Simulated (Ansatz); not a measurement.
GaH6N3 (`[NH2][Ga]([NH2])[NH2]`), relaxed with RKS PBE0-D4/def2-TZVP in Ansatz from a GFN2-xTB geometry. The force threshold is 0.005 eV/Å; the program also tests the step.

The species carries charge 0 and has multiplicity 1.

Start:

```xyz
10

N     1.780    0.325   -0.296
Ga    0.002   -0.007    0.001
N    -0.624   -0.173    1.720
N    -1.126   -0.307   -1.411
H     2.331    0.745    0.443
H     2.074    0.720   -1.182
H     0.048   -0.395    2.447
H    -1.453   -0.739    1.870
H    -0.904    0.072   -2.325
H    -2.127   -0.242   -1.267
```

```json
{"step": "1", "energy (eV)": "-56937.4890", "largest force (eV/Å)": "0.294", "largest move (Å)": "0.000"}
{"step": "2", "energy (eV)": "-56937.4962", "largest force (eV/Å)": "0.134", "largest move (Å)": "0.017"}
{"step": "3", "energy (eV)": "-56937.4992", "largest force (eV/Å)": "0.044", "largest move (Å)": "0.013"}
{"step": "4", "energy (eV)": "-56937.5002", "largest force (eV/Å)": "0.044", "largest move (Å)": "0.011"}
{"step": "5", "energy (eV)": "-56937.5006", "largest force (eV/Å)": "0.016", "largest move (Å)": "0.012"}
{"step": "6", "energy (eV)": "-56937.5006", "largest force (eV/Å)": "0.003", "largest move (Å)": "0.008"}
```

End:

```xyz
10

N     1.764    0.355   -0.300
Ga    0.003   -0.017    0.000
N    -0.610   -0.208    1.710
N    -1.125   -0.281   -1.409
H     2.342    0.712    0.443
H     2.064    0.726   -1.186
H     0.043   -0.379    2.457
H    -1.465   -0.713    1.878
H    -0.894    0.076   -2.321
H    -2.122   -0.272   -1.270
```

Hardware: 4 threads of a server CPU on a shared host. Wall time 14 s, peak host memory 0.44 GiB.
